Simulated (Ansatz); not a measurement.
Geometry optimisation, RKS B3LYP/def2-SVP (Ansatz 0.2.0).

input.yaml

```yaml
crystal:
  periodic: [false, false, false]
  atoms:
    - { symbol: Sn, position_ang: [0.0, 0.0, 0.0] }
    - { symbol: C, position_ang: [1.4021, 0.0, 1.8859] }
    - { symbol: H, position_ang: [0.4025, -0.3092, 2.2564] }
    - { symbol: H, position_ang: [2.1697, -0.7111, 2.2564] }
    - { symbol: H, position_ang: [1.6341, 1.0203, 2.2564] }
    - { symbol: H, position_ang: [1.889, 0.0, 0.442] }
    - { symbol: H, position_ang: [-0.8195, 1.4198, -0.5794] }
    - { symbol: O, position_ang: [-0.9232, -1.5994, -0.6527] }
    - { symbol: H, position_ang: [-1.3778, -2.065, 0.1197] }
basis:
  gaussian: { orbitals: def2-SVP }
hamiltonian:
  xc: b3lyp
relax:
  f_tol: 0.15
  max_steps: 25
  restrain:
    - { distance: [1, 5], at: 2.31, k: 30.0 }
    - { distance: [0, 1], at: 2.15, k: 30.0 }
    - { distance: [0, 5], at: 1.74, k: 30.0 }
output:
  orbitals: {}
```

Launched with:

```bash
$ ansatz run input.yaml --threads 2 --pin off --max-ram 3072MiB --backend cpu --events-out ev --progress --plain --runs-dir out
```

Where does it end, and by what steps?

The run converged. The restraints hold the end off the free minimum. After 8 steps the energy has fallen by 4.156 eV (the restraints' own energy left out); H3 moved furthest, 0.75 Å.

| step | energy less start (eV) | largest force component (eV/Å) | accepted |
| --- | --- | --- | --- |
| 0 | 0.0000 | 2.939 | yes |
| 1 | -1.1274 | 2.832 | yes |
| 2 | -2.1168 | 3.411 | yes |
| 3 | -3.3711 | 2.007 | yes |
| 4 | -3.9751 | 1.724 | yes |
| 5 | -4.1254 | 1.784 | yes |
| 6 | -4.1488 | 1.520 | yes |
| 7 | -4.1527 | 1.484 | yes |
| 8 | -4.1562 | 1.496 | yes |

```xyz
9
Properties=species:S:1:pos:R:3
Sn 0.178 0.108 0.074
C 1.028 -0.021 2.036
H 0.414 -0.024 2.950
H 1.625 -0.945 1.999
H 1.722 0.834 2.070
H 1.883 0.039 -0.170
H -0.738 1.439 -0.488
O -0.793 -1.513 -0.595
H -0.941 -2.163 0.109
```

Time of the run: 23 s on 2 threads of Arm Neoverse V1 (shared host), peak memory 0.17 GiB.
